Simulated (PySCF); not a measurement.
Molfile (atoms numbered from 1):
```
C5H8BNO2
     RDKit          3D

 17 17  0  0  0  0  0  0  0  0999 V2000
    2.6478    0.4623   -0.1931 C   0  0  0  0  0  0  0  0  0  0  0  0
    2.2805   -0.9255   -0.1190 N   0  0  0  0  0  0  0  0  0  0  0  0
    1.1014   -1.3388    0.0950 C   0  0  0  0  0  0  0  0  0  0  0  0
   -0.1339   -0.5520    0.3251 C   0  0  0  0  0  0  0  0  0  0  0  0
   -0.0515    0.7214    0.3614 O   0  0  0  0  0  0  0  0  0  0  0  0
   -1.2559    1.5224    0.8678 B   0  0  0  0  0  0  0  0  0  0  0  0
   -2.4956    0.8356    0.2885 O   0  0  0  0  0  0  0  0  0  0  0  0
   -2.5044   -0.4316    0.2470 C   0  0  0  0  0  0  0  0  0  0  0  0
   -1.3658   -1.2163    0.4207 C   0  0  0  0  0  0  0  0  0  0  0  0
    2.4536    0.9813    0.7601 H   0  0  0  0  0  0  0  0  0  0  0  0
    2.0679    1.0067   -0.9556 H   0  0  0  0  0  0  0  0  0  0  0  0
    3.7178    0.5406   -0.4297 H   0  0  0  0  0  0  0  0  0  0  0  0
    0.9448   -2.4286    0.1263 H   0  0  0  0  0  0  0  0  0  0  0  0
   -1.2991    1.3956    2.0841 H   0  0  0  0  0  0  0  0  0  0  0  0
   -1.1859    2.6494    0.4333 H   0  0  0  0  0  0  0  0  0  0  0  0
   -3.4712   -0.8927   -0.0056 H   0  0  0  0  0  0  0  0  0  0  0  0
   -1.4224   -2.3024    0.3724 H   0  0  0  0  0  0  0  0  0  0  0  0
  1  2  1  0
  2  3  2  0
  3  4  1  0
  4  5  2  0
  5  6  1  0
  6  7  1  0
  7  8  1  0
  8  9  2  0
  9  4  1  0
  1 10  1  0
  1 11  1  0
  1 12  1  0
  3 13  1  0
  6 14  1  0
  6 15  1  0
  8 16  1  0
  9 17  1  0
M  CHG  2   5   1   6  -1
M  END
```

PySCF calculation with coordinates at the PBE0-D3(BJ)/def2-SVP level and shielding tensors at PBE0/pcSseg-1 (GIAO); no solvent model, rapidly exchanging positions averaged, one computed conformer, non-relativistic Hamiltonian.

Chemical shifts δ = σref − σ; 13C (σ = 184.41 ppm) and 1H (σ = 31.27 ppm) against TMS; 15N (σ = 265.67 ppm) vs NH3; H2O for 17O (σ = 334.56 ppm); 11B (σ = 100.73 ppm) vs BF3·OEt2, all at this level.

```
      atoms  nucleus  count  Hirshfeld charge  δ (ppm)
         C8      13C      1              0.13    190.7
H10/H11/H12       1H      3              0.05     4.16
         C9      13C      1             -0.11    108.9
        H16       1H      1              0.08     8.02
    H14/H15       1H      2             -0.10        ?
        H13       1H      1              0.05     8.10
         C3      13C      1              0.03        ?
         C1      13C      1             -0.07     47.7
         N2      15N      1             -0.11        ?
         O5      17O      1             -0.09    267.8
         O7      17O      1             -0.10    294.2
         B6      11B      1              0.05     -0.9
        H17       1H      1              0.06        ?
         C4      13C      1              0.15    174.2
```

Problem. Complete the table.

Solution. 
- C3: 159.2 ppm, C=N carbon
- H17: 5.63 ppm, hydrogen on a β carbon of an enol-ether or enamine type C=C; a vinylic proton, deshielded by the sp2 carbon and the C=C anisotropy
- H14/H15: 3.82 ppm, hydrogen on a boron bonded to 2 O, in a 6-membered ring
- N2: 482.3 ppm, imine nitrogen

Hydrogens on boron are broadened and split by 11B (spin 3/2, 80 %) and 10B (spin 3). Shifts are as computed. Against solution values, carbons near 30 ppm lie about +2 ppm off and those near 130 ppm about +5 ppm. Of 1313 compounds with measured shifts, 239 miss one by over three times the rms of a fit or turn the order of signals round; such compounds aren't used in these exercises. Unscaled 17O shifts of doubly bonded oxygen tend to come out too high, by tens of ppm or more. Experimental scales use liquid or dissolved standards, which lie at an offset from isolated NH3 (liquid NH3: subtract about 20 ppm) and H2O (liquid H2O: subtract about 36 ppm). Unscaled 15N shifts of sp2 nitrogen come out 20 to 40 ppm too high even then.
